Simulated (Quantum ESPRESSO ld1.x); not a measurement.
Valence configurations of Pm I (all share [Xe]). Calculated with ld1.x of Quantum ESPRESSO 7.5: scalar-relativistic Kohn-Sham, LDA (Slater exchange, Perdew-Wang correlation), spin-polarised, spherical densities, point nucleus; open shells are filled with parallel spins first. Energies are relative to 4f5 6s2; eigenvalues in eV for spin up.

| valence | E (eV) | moment (Bohr magnetons) | e(4f) | e(5d) | e(6p) | e(6s) |
|---|---|---|---|---|---|---|
| 4f5 6s2 | 0.000 | 5 | -3.301 | - | - | -3.760 |
| 4f5 5d1 6s1 | 1.177 | 7 | -2.040 | -1.612 | - | -3.581 |
| 4f5 5d0.5 6s1.5 | 0.651 | 6 | -2.634 | -1.868 | - | -3.678 |
| 4f5 6p2 | 4.589 | 7 | -5.572 | - | -2.522 | - |
| 4f5 6s1 6p1 | 1.894 | 7 | -4.430 | - | -2.061 | -4.701 |
| 4f5.5 6s1.5 | 0.671 | 6 | -0.582 | - | - | -3.429 |
| 4f4 6s2 6p1 | 5.639 | 5 | -11.920 | - | -2.408 | -5.549 |
| 4f4 5d1 6s2 | 3.250 | 5 | -8.740 | -3.322 | - | -4.254 |

NIST lists [Xe] 4f5 6s2 as the ground configuration; this level of theory agrees among the configurations tried. The energies are those of spherical high-spin densities, not of single terms. No valid solution was reached for [Xe] 4f6 6s1; [Xe] 4f5.5 5d1 6s0.5.
